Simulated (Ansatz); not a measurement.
A run of Ansatz (development build ahead of 0.2.0) on singlet C8H8 at this shape:

```yaml
atoms:
  - { symbol: C, position_ang: [-0.7850, -0.7850, -0.7850] }
  - { symbol: C, position_ang: [-0.7850, -0.7850, 0.7850] }
  - { symbol: C, position_ang: [-0.7850, 0.7850, -0.7850] }
  - { symbol: C, position_ang: [-0.7850, 0.7850, 0.7850] }
  - { symbol: C, position_ang: [0.7850, -0.7850, -0.7850] }
  - { symbol: C, position_ang: [0.7850, -0.7850, 0.7850] }
  - { symbol: C, position_ang: [0.7850, 0.7850, -0.7850] }
  - { symbol: C, position_ang: [0.7850, 0.7850, 0.7850] }
  - { symbol: H, position_ang: [-1.4143, -1.4143, -1.4143] }
  - { symbol: H, position_ang: [-1.4143, -1.4143, 1.4143] }
  - { symbol: H, position_ang: [-1.4143, 1.4143, -1.4143] }
  - { symbol: H, position_ang: [-1.4143, 1.4143, 1.4143] }
  - { symbol: H, position_ang: [1.4143, -1.4143, -1.4143] }
  - { symbol: H, position_ang: [1.4143, -1.4143, 1.4143] }
  - { symbol: H, position_ang: [1.4143, 1.4143, -1.4143] }
  - { symbol: H, position_ang: [1.4143, 1.4143, 1.4143] }
```

Its results:

```
Converged                       : yes
Reference energy                : -307.16585 hartree
Correlation energy              : -1.06068 hartree
Total energy                    : -308.22653 hartree
Spin squared of the determinant : 0.000
```

(1) Which input gives this output? Name the method, the orbitals and the basis set, and write the input.

Results:

(1) RHF-MP2 in def2-SVP. An unrestricted run that stays on the closed shell gives the same numbers.

```yaml
crystal:
  periodic: [false, false, false]
  atoms:
    - { symbol: C, position_ang: [-0.785, -0.785, -0.785] }
    - { symbol: C, position_ang: [-0.785, -0.785, 0.785] }
    - { symbol: C, position_ang: [-0.785, 0.785, -0.785] }
    - { symbol: C, position_ang: [-0.785, 0.785, 0.785] }
    - { symbol: C, position_ang: [0.785, -0.785, -0.785] }
    - { symbol: C, position_ang: [0.785, -0.785, 0.785] }
    - { symbol: C, position_ang: [0.785, 0.785, -0.785] }
    - { symbol: C, position_ang: [0.785, 0.785, 0.785] }
    - { symbol: H, position_ang: [-1.41431, -1.41431, -1.41431] }
    - { symbol: H, position_ang: [-1.41431, -1.41431, 1.41431] }
    - { symbol: H, position_ang: [-1.41431, 1.41431, -1.41431] }
    - { symbol: H, position_ang: [-1.41431, 1.41431, 1.41431] }
    - { symbol: H, position_ang: [1.41431, -1.41431, -1.41431] }
    - { symbol: H, position_ang: [1.41431, -1.41431, 1.41431] }
    - { symbol: H, position_ang: [1.41431, 1.41431, -1.41431] }
    - { symbol: H, position_ang: [1.41431, 1.41431, 1.41431] }
basis:
  gaussian: { orbitals: def2-SVP }
hamiltonian:
  xc: hf
correlation:
  method: mp2
  frozen_orbitals: { C: 1, H: 0 }
```
